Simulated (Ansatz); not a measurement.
CH₇NSiSn, SMILES `[SiH3]/N=[CH]\[SnH3]` at its PBE0-D4/def2-TZVP geometry, where that method's forces vanish. Charge 0, multiplicity 1. Sn: def2 effective core potential.

```xyz
11

Si    0.7981    1.7638   -0.1190
N     0.1655    0.7043   -1.3426
C    -0.3405   -0.4355   -1.1834
Sn   -0.6460   -1.5764    0.6745
H     0.6848    1.1656    1.2478
H     2.2250    2.0225   -0.4274
H     0.0313    3.0318   -0.1672
H    -0.6918   -0.9672   -2.0823
H     0.8352   -1.9087    1.4532
H    -1.6853   -0.7526    1.7478
H    -1.3764   -3.0476    0.1986
```

**Question.** What forces (eV/Å) does r2SCAN-D4/def2-TZVPP give on these atoms in Ansatz? (Best estimate.)

**Answer.** Ansatz gave: 
```
Si1  0.022  0.039  0.034
N2   0.112  0.254 -0.045
C3  -0.088 -0.177 -0.060
Sn4 -0.022 -0.068  0.081
H5   0.006  0.019 -0.023
H6  -0.032  0.000  0.005
H7   0.021 -0.024 -0.002
H8  -0.014 -0.026 -0.018
H9  -0.010 -0.006  0.009
H10  0.004 -0.012  0.007
H11  0.002  0.002  0.010
```
